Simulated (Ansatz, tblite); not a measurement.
Forces on In7As7 at its PBE-D4/def2-SVP geometry. The state is a singlet with charge 0.

In the def2 sets In takes a core potential; there is no spin–orbit coupling. The xTB rows come from tblite. Single mean-field runs in def2-TZVP are fitted with def2-universal-jkfit.

GFN2-xTB (tblite), largest force 0.85 eV/Å:

```xyz
14
positions Å, forces eV/Å
In    0.364   -2.147   -0.297    0.013   -0.143   -0.113
In    0.362    2.348    0.608    0.132    0.154    0.304
In   -1.597   -0.841   -2.412   -0.006    0.021   -0.081
In   -2.132    0.212    0.770    0.112   -0.096    0.241
In   -1.145   -2.434    3.093   -0.035    0.077   -0.086
In    1.374    0.709   -1.992   -0.157    0.026    0.063
In    3.341    0.637    1.845    0.365    0.129    0.417
As   -2.196    2.726   -0.192   -0.068    0.026   -0.507
As   -2.416   -2.196   -0.245   -0.521   -0.462    0.074
As    1.509   -1.672    2.020   -0.192   -0.089    0.176
As   -1.207    1.795   -2.250   -0.439    0.691   -0.229
As    2.761    2.284   -0.508    0.324    0.380   -0.445
As    0.965   -1.716   -2.919    0.304   -0.424   -0.371
As    0.019    0.296    2.480    0.167   -0.291    0.558
```

PBE-D4/def2-TZVP (Ansatz), largest force 0.18 eV/Å:

```
In -0.012 0.052 0.008
In -0.009 -0.051 -0.045
In 0.075 0.018 0.084
In 0.057 -0.015 -0.023
In 0.047 0.051 -0.047
In -0.009 -0.002 0.030
In -0.052 -0.004 -0.047
As 0.109 -0.104 0.018
As 0.103 0.141 -0.039
As -0.081 0.058 -0.055
As 0.010 -0.089 0.053
As -0.147 -0.106 0.024
As -0.074 0.095 0.137
As -0.016 -0.044 -0.098
```

r2SCAN-D4/def2-TZVP (Ansatz), largest force 0.50 eV/Å:

```
In -0.047 0.086 -0.002
In 0.021 -0.133 -0.111
In 0.227 0.056 0.213
In 0.148 -0.007 -0.051
In 0.171 0.142 -0.100
In -0.054 0.036 0.066
In -0.125 0.025 -0.094
As 0.301 -0.327 -0.003
As 0.270 0.368 -0.107
As -0.294 0.152 -0.155
As 0.012 -0.234 0.157
As -0.387 -0.287 0.076
As -0.216 0.260 0.366
As -0.027 -0.137 -0.256
```
